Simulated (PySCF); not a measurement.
The first ionisation energy along group 12

All values are computed (PySCF 2.14, energy differences of UHF-based or UKS calculations, no spin-orbit coupling). Values in eV. The last column holds reference values (NIST; (s) semi-empirical, (t) theoretical, else measured). Unmarked ones compare directly (S terms, centres of terms, or small fine structure); those marked * lie between the lowest fine-structure levels and include a spin-orbit shift.

| element | configurations | MP2 (valence) | CCSD (valence) | PBE | r2SCAN | MP2 (valence and next inner shell) | CCSD(T) (valence and next inner shell) | reference |
| --- | --- | --- | --- | --- | --- | --- | --- | --- |
| Zn (aug-cc-pwCVDZ-PP with ECP10MDF, ECP) | [Ar] 3d10 4s2 → [Ar] 3d10 4s1 | 9.073 | 9.119 | 9.578 | 9.439 | 9.133 | 9.255 | 9.394 |
| Cd (aug-cc-pwCVDZ-PP with ECP28MDF, ECP) | [Kr] 4d10 5s2 → [Kr] 4d10 5s1 | 8.798 | 8.670 | 9.115 | 8.943 | 8.900 | 8.860 | 8.994 |
| Hg (aug-cc-pwCVDZ-PP with ECP60MDF, ECP) | [Xe] 4f14 5d10 6s2 → [Xe] 4f14 5d10 6s1 | 10.313 | 10.046 | 10.444 | 10.328 | 10.469 | 10.260 | 10.438 |

```csv
method,elements,mean error (eV),mean absolute error (eV),largest error (eV)
MP2 (valence),3,-0.214,0.214,-0.321
CCSD (valence),3,-0.330,0.330,-0.392
PBE,3,0.104,0.104,0.184
r2SCAN,3,-0.038,0.068,-0.109
MP2 (valence and next inner shell),3,-0.108,0.129,-0.261
CCSD(T) (valence and next inner shell),3,-0.150,0.150,-0.177
```

Errors include the incompleteness of the basis and the frozen core.

"Valence" correlates the outer s and p shells and, in groups 3 to 12 and the f block, the outer d or f shell, open or full, or the next shell where the ion has no valence electron left; the wider scheme adds the next inner shell.
